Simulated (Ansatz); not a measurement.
Breaking the Si1–Cl2 bond in SiCl (multiplicity 2 held). Energies count from the point at 2.084 Å.


Restricted levels (R-, RO-) in cc, def2 and unpolarised 6-31G sets keep to the state of the molecule at rest. U- levels take the lowest unrestricted solution at each point, which mixes spins at long bonds. Active spaces are followed from rest. Levels need not reach the same state.

Correlated levels freeze the cores.

Run with Ansatz (Gaussian basis) for Hartree–Fock, density functionals and correlated methods. Values without a source in brackets are computed.

**Question.** What energy at R = 8.335 Å does FIC-MRCISD+Q on CASSCF(11,8)/cc-pV(T+d)Z give?

**Answer.** 95.7 kcal/mol

**Question.** Estimate the energy at R = 8.335 Å that U-HF/cc-pV(T+d)Z returns for this input.

**Answer.** 70.9 kcal/mol

**Question.** Predict the energy at R = 8.335 Å from RO-r2SCAN/cc-pV(T+d)Z.

**Answer.** 116.9 kcal/mol

Doubts at one or more of the structures used: a spin-contaminated determinant (U-HF/cc-pV(T+d)Z); a restricted determinant that unrestricted orbitals would lower (RO-r2SCAN/cc-pV(T+d)Z).

Ansatz is a program for electronic structure.
